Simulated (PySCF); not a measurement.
Sc(OH) (HOSc), SMILES [OH][Sc]. Atoms are numbered in the order given.

```xyz
3

Sc     0.0000     0.0000     0.5698
O      0.0000     0.0000    -1.2223
H      0.0000     0.0000    -2.1877
```

Geometry optimised at PBE-D3(BJ)/def2-TZVP. The spin state was assumed, not searched.

Two levels are set side by side: PBE/pcSseg-2 (PySCF) and B3LYP/pcSseg-2 (PySCF). GIAO shifts against H2O (¹⁷O), TMS (¹H) at the same level; non-relativistic, no solvent, atoms listed together averaged. Differences are taken from unrounded values.

| quantity | B3LYP |
|---|---|
| δ(¹⁷O) of O2 (ppm) | 302.4 |
| δ(¹H) of H3 (ppm) | 0.88 |

**Question.** What does PBE give, and how far is it from B3LYP? (Estimate from the structure and the level; the computed values follow.)

**Answer.** 
```tsv
quantity	PBE	PBE minus B3LYP
δ(¹⁷O) of O2 (ppm)	302.0	-0.4
δ(¹H) of H3 (ppm)	1.12	0.24
```

Rough cost on one machine, each run with all the roots and properties that it gave: B3LYP against PBE within a factor of 2.
